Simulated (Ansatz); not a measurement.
System: CH5Si, net charge 1, singlet state. 
Structure (B3LYP-D3(BJ)/def2-TZVP (Ansatz, a quantum-chemistry and plane-wave program) minimum search):
```xyz
7

C     -1.1612    -0.1833    -0.0234
Si     0.6290     0.0975     0.0012
H     -1.6856     0.5642    -0.6217
H     -1.4132    -1.1965    -0.3423
H     -1.5127    -0.0726     1.0166
H      1.1970     1.4431    -0.1584
H      1.5753    -1.0030     0.2299
```
Charge +1, spin multiplicity 1.

Basis-set convergence of Hartree-Fock and MP2 correlation energies (hartree) with Ansatz. Cores are frozen in the correlated levels unless marked. No spin-orbit coupling. No relativistic terms.

```json
[
 {"basis": "def2-SVP", "functions": "57", "E(HF)": "-329.29649", "E(corr, MP2)": "-0.22716"},
 {"basis": "def2-TZVPP", "functions": "143", "E(HF)": "[?]", "E(corr, MP2)": "[?]"}
]
```

**Question.** Some entries are withheld; supply them.

**Answer.** 
- def2-TZVPP, E(HF): -329.44522
- def2-TZVPP, E(corr, MP2): -0.27854
